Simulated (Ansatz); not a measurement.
Input for Ansatz (a program for electronic structure): R-B2PLYP/def2-TZVPPD on HF (SMILES F) with ghost functions. Files ending in .json are basis or fitting sets from the Basis Set Exchange.

Ansatz 0.2 input:
```yaml
crystal:
  periodic: [false, false, false]
  atoms:
    - {symbol: F, position_ang: [0.31125763, 0.51762906, -0.58608291]}
    - {symbol: H, position_ang: [0.47660562, 0.05954985, 0.22383835]}
basis:
  gaussian:
    orbitals: def2-TZVPPD.json
    ghost_atoms:
      - {symbol: C, position_ang: [0.22612693, 1.17842446, 2.81184863]}
      - {symbol: S, position_ang: [0.62349914, -0.52910083, 2.30399625]}
      - {symbol: H, position_ang: [-0.14104048, 1.19934672, 3.83476581]}
      - {symbol: H, position_ang: [1.16055890, 1.73304222, 2.75476458]}
      - {symbol: H, position_ang: [-0.49346416, 1.62526909, 2.13086053]}
      - {symbol: H, position_ang: [-0.62355323, -1.02449205, 2.37116449]}
hamiltonian:
  xc: {name: B2PLYP}
magnetization: {spin_polarized: false}
correlation: {electrons: outside_noble_gas}
scf: {lower_state_search: off}
```

Program output:

```
WARN ansatz: RAYON_NUM_THREADS=1 ignored (pool sized by the plan → 1); use --threads N
Functional definition: B2PLYP
these checks for a lower state are left out or cut short: stability, starts, cluster_reference, orbital_swaps, neighbouring_geometries, increment
integrals: 0.35 GiB planned
1232 factors; integrals over basis functions are off by at most 1.2e-3 eV
mean field: 0.80 GiB planned
mean field evaluation 1: about -2729.5051 eV, gradient 2.9e1 eV
mean field evaluation 2: about -2729.5050 eV, gradient 2.9e1 eV
mean field evaluation 4: about -2730.7408 eV, gradient 7.4e-1 eV
mean field evaluation 8: about -2730.7420 eV, gradient 4.2e-3 eV
mean field -2730.74200584 eV, -100.3529177510 hartree, gradient 1.9e-6 eV, S^2 0.000000; 0 other end points of the search recorded, 0 dependent functions left out
1 core orbitals not correlated
reference -2730.74211027 eV, -100.3529215890 hartree; 4, 4 occupied and 208, 208 virtual orbitals, 1232 factors
second order -8.77592209 eV of doubles, -0.00000000 eV of singles
Total energy: -2733.11160924 eV, -100.4399990698 hartree
Checks for a lower state left out: stability, starts, cluster_reference, orbital_swaps, neighbouring_geometries, increment
```

The calculation finished and met its thresholds.

Cost: around 3 core-seconds (rough).
